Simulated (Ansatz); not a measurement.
# A geometry optimisation of CuH2PSb− with r2SCAN-D4/def2-SVPD

The starting geometry of this gas-phase singlet was optimised with GFN2-xTB.

```xyz
5

Cu   -0.2091   -1.3859   -2.1973
P    -2.5574    1.3495   -0.5540
Sb   -0.6920    1.2417   -2.0174
H    -2.6944   -0.0009   -0.3402
H     0.0312   -2.9220   -2.2709
```

Q: Predict what becomes of its bonds when it is optimised with r2SCAN-D4/def2-SVPD.

A: New bonds form, giving a structure with H4 bridging Cu1 and P2, given below by its coordinates. Distances that change by over a tenth: P2–H4 (1.37 → 1.57 Å). Contacts that close: Cu1–P2 (3.96 → 2.42 Å), Cu1–H4 (3.40 → 1.69 Å).

The energy falls by 0.28 eV over 16 steps:

```json
{"step": "1", "E − E(last) (eV)": "0.284"}
{"step": "3", "E − E(last) (eV)": "0.125"}
{"step": "4", "E − E(last) (eV)": "0.119"}
{"step": "6", "E − E(last) (eV)": "0.100"}
{"step": "8", "E − E(last) (eV)": "0.079"}
{"step": "9", "E − E(last) (eV)": "0.060"}
{"step": "11", "E − E(last) (eV)": "0.018"}
{"step": "13", "E − E(last) (eV)": "0.000"}
{"step": "14", "E − E(last) (eV)": "0.000"}
{"step": "16", "E − E(last) (eV)": "0.000"}
```

Final geometry (Å):

```xyz
5

Cu   -0.8418   -0.9306   -1.7331
P    -2.2138    0.8291   -0.7843
Sb   -0.4431    1.5260   -2.2360
H    -2.1645   -0.7340   -0.7036
H    -0.4585   -2.4083   -1.9227
```

Frequencies at the end are all real (lowest 128 cm⁻¹). Atoms past krypton carry core potentials, without spin–orbit terms. Run with Ansatz 0.2.0, 61 s on 2 threads of Arm Neoverse V1, on a shared host.
